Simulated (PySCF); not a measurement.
C3H10AlClS.
Structure used (PBE0-D3(BJ)/def2-SVP), in Å, numbered top down from 1:
```xyz
16
C3H10AlClS angstrom
C     -0.963    1.573    0.544
S     -0.756   -0.171    0.959
C     -2.190   -0.895    0.138
Al     0.998   -0.839   -0.678
C      2.623    0.002    0.092
Cl     3.839   -0.434   -1.189
H     -0.982    1.705   -0.548
H     -0.096    2.104    0.960
H     -1.881    1.961    1.005
H     -3.114   -0.534    0.611
H     -2.111   -1.983    0.267
H     -2.179   -0.653   -0.935
H      0.330   -0.085   -1.927
H      0.839   -2.421   -0.526
H      2.640    1.099    0.175
H      2.996   -0.420    1.037
```

Computed with PySCF, PBE0-D3(BJ)/def2-SVP geometry optimisation, gas phase.

(1) Which atoms are bound to Al4, and at what distances?

(2) List the angles at Al4.

(3) Describe the arrangement about Al4 in numbers.

(4) What are the other bond lengths?

(5) Give some angles away from the centre.

(6) What are the rotational constants (commonest isotopes, rigid rotor)?

Answers

(1) 4 atoms: H14 1.598 Å, H13 1.605 Å, C5 1.985 Å, S2 2.491 Å. The nearest atom not counted as bound is H16, at 2.67 Å.

(2) 
```json
{"angle": "H13–Al4–H14", "degrees": "119.8", "distance of the outer atoms (Å)": "2.77"}
{"angle": "C5–Al4–H14", "degrees": "117.7", "distance of the outer atoms (Å)": "3.07"}
{"angle": "C5–Al4–H13", "degrees": "116.4", "distance of the outer atoms (Å)": "3.06"}
{"angle": "S2–Al4–C5", "degrees": "102.0", "distance of the outer atoms (Å)": "3.49"}
{"angle": "S2–Al4–H14", "degrees": "97.6", "distance of the outer atoms (Å)": "3.13"}
{"angle": "S2–Al4–H13", "degrees": "95.3", "distance of the outer atoms (Å)": "3.09"}
```

(3) Angles from 95.3° to 119.8°; τ4 = (360° − α − β)/141° = 0.87 with α and β the two widest (0 for a square, 1 for a tetrahedron).

(4) C1–S2, S2–C3 1.804 Å; C5–Cl6 1.820 Å; C1–H7 and 5 like bonds 1.099 Å; C5–H15, C5–H16 1.100 Å.

(5) C1–S2–C3 101.1°, C1–S2–Al4 100.9°, C3–S2–Al4 98.8°, Al4–C5–Cl6 99.9°.

(6) A = 4292, B = 691.4, C = 640.7 MHz: a near-prolate asymmetric top.

Point group: C1 (no symmetry element, even within 0.4 Å). Charge 0, singlet. PBE0-D3(BJ)/def2-SVP frequencies: not computed here.

One conformer stands for the species.
